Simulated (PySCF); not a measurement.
pyrazole (C3H4N2), SMILES c1cc[nH]n1. Atoms are numbered in the order given.

```xyz
9

C     -0.9885     0.6849     0.0000
C      0.3663     1.1042     0.0000
N      1.2022     0.0691     0.0000
N      0.4045    -1.0077     0.0000
C     -0.9197    -0.6981     0.0000
H     -1.8845     1.3004     0.0000
H      0.7605     2.1201     0.0000
H      0.8200    -1.9312     0.0000
H     -1.6913    -1.4649     0.0000
```

Geometry: B3LYP-D3(BJ)/def2-SVP.

Level of theory: PySCF with PBE/pcSseg-1.

GIAO shieldings, no solvent; atoms alike by connectivity are averaged. δ = σ(ref) − σ: ¹³C against TMS (σ = 182.0 ppm); ¹⁵N against NH3 (σ = 267.0 ppm); ¹H against TMS (σ = 31.49 ppm), references at their B3LYP-D3(BJ)/def2-TZVP geometries, non-relativistic.

Problem. Estimate the chemical shifts. (An estimate is asked for; the answer gives what the named calculation found.)

Solution. 
```
nucleus  atoms  count  δ (ppm)
-------  -----  -----  -------
¹³C         C2      1    142.3
¹³C         C5      1    128.5
¹³C         C1      1    111.0
¹⁵N         N3      1    341.2
¹⁵N         N4      1    226.7
¹H          H8      1     9.35
¹H          H7      1     7.75
¹H          H9      1     7.57
¹H          H6      1     6.63
```
